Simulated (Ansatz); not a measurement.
Consider the substitution at a C–C bond: `N#CCC1CO1` + `O[SiH3]` → `[SiH3]OC1CO1` + `CC#N`.

Program: Ansatz. Geometries: PBE0-D4/def2-TZVP. ΔE: electronic, gas phase. CCSD(T)/CBS is the MP2 limit (def2-TZVPP, def2-QZVPP) plus CCSD(T) − MP2 in def2-TZVPP, frozen cores. This one scheme is used for every species. DFT in def2-TZVPP. One conformer a species, not always the lowest.

```
        level  ΔE (kJ/mol)
       PBE-D4          9.5
MP2/CBS(def2)         22.5
```

(1) What does CCSD(T)/CBS give? (Estimate.)

Largest T1 diagnostic among the species: 0.012.

Answers

(1) Ansatz gave: +17.1 kJ/mol. The listed levels differ from it by -7.6, 5.4 kJ/mol.

In def2-TZVPP, CCSD(T) changes the Hartree–Fock value by +4.8 kJ/mol (the triples alone add −0.5 kJ/mol) and MP2 by +10.2 kJ/mol.
